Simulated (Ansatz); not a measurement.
Molecule: SiCl$_{2}$, net charge -1, doublet state. 
Geometry from a B3LYP-D3(BJ)/def2-TZVP (Ansatz, a quantum-chemistry and plane-wave program) optimisation:
```xyz
3

Si    -0.0090    -0.0119     1.0319
Cl     1.1309     1.2930    -0.4003
Cl    -1.1235    -1.2832    -0.4495
```
Charge -1, spin multiplicity 2.

Total electronic energies in hartree. Valence correlation only, unless marked. UHF or UKS for open shells. No spin-orbit coupling. No relativistic terms. CBS(X,Y): correlation extrapolated as X^-3; Hartree-Fock from the larger set. The bracket is a focal-point correction in the basis named.

```csv
level,program,energy (Eh)
PBE0/def2-SVP,Ansatz,-1209.18578
PBE0/def2-TZVP,Ansatz,-1209.61417
BHLYP-D4/def2-TZVPD,Ansatz + dftd4,-1210.04671
LC-wPBE-D3(BJ)/def2-TZVPD,Ansatz + dftd3,-1209.69392
PBE-QIDH/def2-TZVPD,Ansatz,-1209.35983
RPA@PBE/cc-pV(Q+d)Z,Ansatz,-1208.96693
RI-MP2/cc-pV(Q+d)Z,Ansatz,-1208.62379
CCSD/cc-pVTZ,Ansatz,-1208.60084
"RI-MP2/CBS(aug-cc-pV(T+d)Z,aug-cc-pV(Q+d)Z)+[CCSD(T)-MP2]/aug-cc-pV(T+d)Z",Ansatz,-1208.7304
```

Totals of different functionals don't rank their quality; only differences between species are comparable.
